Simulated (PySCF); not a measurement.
A calculated (B3LYP, PySCF 2.14, cc-pVTZ-DK, the spin-free X2C one-electron Hamiltonian (Gaussian nucleus)) atom or ion has these occupied shells.

| shell | electrons | orbital energy (eV) | rms radius, mean of both spins (bohr) |
| --- | --- | --- | --- |
| 1s α | 1 | -14208.0 | 0.0478 |
| 1s β | 1 | -14207.9 | 0.0478 |
| 2s α | 1 | -1896.0 | 0.199 |
| 2s β | 1 | -1895.9 | 0.199 |
| 2p α | 3 | -1677.7 | 0.177 |
| 2p β | 3 | -1677.6 | 0.177 |
| 3s α | 1 | -284.34 | 0.568 |
| 3s β | 1 | -284.20 | 0.568 |
| 3p α | 3 | -214.26 | 0.584 |
| 3p β | 3 | -214.10 | 0.584 |
| 3d α | 5 | -98.078 | 0.616 |
| 3d β | 5 | -97.930 | 0.616 |
| 4s α | 1 | -36.635 | 1.65 |
| 4s β | 1 | -35.280 | 1.65 |
| 4p α | 3 | -21.244 | 1.97 |
| 4p β | 2 | -20.305 | 1.97 |

(1) Name the element and its charge.

## Answers

(1) Kr+ (krypton, charge +1), in [Ar] 3d10 4s2 4p5, 2P determinant.
